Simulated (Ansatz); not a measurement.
Input and output for C3H9ClFNO2W (`C[N]=[W]([F])([Cl])([O]C)[O]C`).

```yaml
crystal:
  periodic: [false, false, false]
  atoms:
    - {symbol: C, position_ang: [2.471902, -1.263514, -0.028638]}
    - {symbol: N, position_ang: [1.498078, -0.376111, 0.012059]}
    - {symbol: W, position_ang: [-0.017188, 0.578653, 0.383391]}
    - {symbol: F, position_ang: [-1.265819, -0.319861, -0.697024]}
    - {symbol: Cl, position_ang: [0.950231, 2.454934, 1.830951]}
    - {symbol: O, position_ang: [0.014736, 1.453321, -0.989526]}
    - {symbol: C, position_ang: [-0.485302, 1.505339, -2.356489]}
    - {symbol: O, position_ang: [-0.876301, 0.118292, 1.911754]}
    - {symbol: C, position_ang: [-1.821033, -0.753066, 2.242705]}
    - {symbol: H, position_ang: [3.234388, -0.764381, -0.357028]}
    - {symbol: H, position_ang: [1.934684, -2.131914, -0.749531]}
    - {symbol: H, position_ang: [2.834221, -1.650207, 0.850862]}
    - {symbol: H, position_ang: [0.006095, 1.241800, -3.129862]}
    - {symbol: H, position_ang: [-1.405030, 0.835363, -2.768557]}
    - {symbol: H, position_ang: [-0.964872, 2.634950, -2.962980]}
    - {symbol: H, position_ang: [-1.293405, -1.987844, 2.748908]}
    - {symbol: H, position_ang: [-2.350548, -0.452694, 3.153696]}
    - {symbol: H, position_ang: [-2.225940, -1.227176, 1.693195]}
basis:
  gaussian: {orbitals: x2c-TZVPPall}
hamiltonian: {xc: {name: HF}}
output: {forces: true}
```

```sh
$ ansatz run in.yaml --threads 4 --pin off --events-out ev --progress --plain --max-ram 41984MiB --backend cuda --devices 0, --max-vram 37GiB
```

Output, abridged:

```
Functional definition: HF
3439 factors; their error is unknown
mean field evaluation 1: about -463227.6375 eV, gradient 8.1e1 eV
mean field evaluation 2: about -463214.2424 eV, gradient 1.3e2 eV
mean field evaluation 4: about -463239.9452 eV, gradient 6.0e0 eV
mean field evaluation 8: about -463240.0700 eV, gradient 4.2e-1 eV
mean field -463242.69173408 eV, -17023.8549240535 hartree, gradient 1.5e-5 eV, S^2 0.000000; 0 other end points of the search recorded, 0 dependent functions left out
reference -463242.69173408 eV, -17023.8549240535 hartree; 75, 75 occupied and 407, 407 virtual orbitals, 3439 factors
Total energy: -463242.69173408 eV, -17023.8549240535 hartree
Relativity: scalar
Atom 0 at     2.471902    -1.263514    -0.028638 Å, force    -3.110284    -5.685178    -1.830701 eV/Å
Atom 1 at     1.498078    -0.376111     0.012059 Å, force    -9.062898     5.562476     3.100040 eV/Å
Atom 2 at    -0.017188     0.578653     0.383391 Å, force     9.489063    -6.430922     6.487246 eV/Å
Atom 3 at    -1.265819    -0.319861    -0.697024 Å, force    -1.414018    -1.653798     1.090385 eV/Å
Atom 4 at     0.950231     2.454934     1.830951 Å, force    -0.659897    -1.032291    -1.143421 eV/Å
Atom 5 at     0.014736     1.453321    -0.989526 Å, force    -1.969183     7.853681   -13.527175 eV/Å
Atom 6 at    -0.485302     1.505339    -2.356489 Å, force    -8.134373     4.045759     0.265941 eV/Å
Atom 7 at    -0.876301     0.118292     1.911754 Å, force    -1.090569    -0.546222     0.057056 eV/Å
Atom 8 at    -1.821033    -0.753066     2.242705 Å, force     9.805499     4.369198    17.508979 eV/Å
Atom 9 at     3.234388    -0.764381    -0.357028 Å, force     4.922022     1.824990    -3.359963 eV/Å
Atom 10 at     1.934684    -2.131914    -0.749531 Å, force     2.615233     1.965658     1.757803 eV/Å
Atom 11 at     2.834221    -1.650207     0.850862 Å, force    -0.121233    -1.482708     2.409752 eV/Å
Atom 12 at     0.006095     1.241800    -3.129862 Å, force     6.155745    -1.851899    -3.664834 eV/Å
Atom 13 at    -1.405030     0.835363    -2.768557 Å, force     1.681586     1.278837     3.306802 eV/Å
Atom 14 at    -0.964872     2.634950    -2.962980 Å, force     1.903085    -2.969013     3.541544 eV/Å
Atom 15 at    -1.293405    -1.987844     2.748908 Å, force    -0.702936     3.706746    -0.985825 eV/Å
Atom 16 at    -2.350548    -0.452694     3.153696 Å, force    -0.190287     0.090500    -1.004195 eV/Å
Atom 17 at    -2.225940    -1.227176     1.693195 Å, force   -10.116557    -9.045812   -14.009433 eV/Å
Dipole moment:    -0.320595    -0.515859    -0.850620 e Å
```

It took 3.6 s on 4 threads of an AMD EPYC 7R13 on a shared host and a share of an NVIDIA H100 80 GB, with 1.5 GiB of host memory at the peak.
